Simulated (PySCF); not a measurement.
Precursor series Ta F-NH2. Gas-phase values, no solvent. One relaxed conformer stands for each flexible species; it need not be the lowest.

The HOMO–LUMO gap from two functionals at the same geometries (PBE-D3(BJ)/def2-SVP), both in PySCF: PBE-D3(BJ)/def2-TZVP and TPSSh-D3(BJ)/def2-TZVP. 

```json
[
 {"species": "0 of 5 F replaced by NH2 ([Ta(F)5])", "PBE-D3(BJ)/def2-TZVP (eV)": "6.63", "TPSSh-D3(BJ)/def2-TZVP (eV)": "7.94"},
 {"species": "1 of 5 F replaced by NH2", "PBE-D3(BJ)/def2-TZVP (eV)": "4.13", "TPSSh-D3(BJ)/def2-TZVP (eV)": "5.20"},
 {"species": "2 of 5 F replaced by NH2", "PBE-D3(BJ)/def2-TZVP (eV)": "4.47", "TPSSh-D3(BJ)/def2-TZVP (eV)": "5.52"},
 {"species": "3 of 5 F replaced by NH2 ([Ta(F)2(NH2)3])", "PBE-D3(BJ)/def2-TZVP (eV)": "3.67", "TPSSh-D3(BJ)/def2-TZVP (eV)": "4.73"},
 {"species": "4 of 5 F replaced by NH2 ([Ta(F)(NH2)4])", "PBE-D3(BJ)/def2-TZVP (eV)": "4.28", "TPSSh-D3(BJ)/def2-TZVP (eV)": "5.32"},
 {"species": "5 of 5 F replaced by NH2 ([Ta(NH2)5])", "PBE-D3(BJ)/def2-TZVP (eV)": "3.89", "TPSSh-D3(BJ)/def2-TZVP (eV)": "4.89"}
]
```

Over these rows, drawn at random from the members with no instability flagged (it was tested for open shells, ions and some series alone), PBE minus TPSSh-D3(BJ): mean -1.09 eV, from -1.31 eV to -1.00 eV.
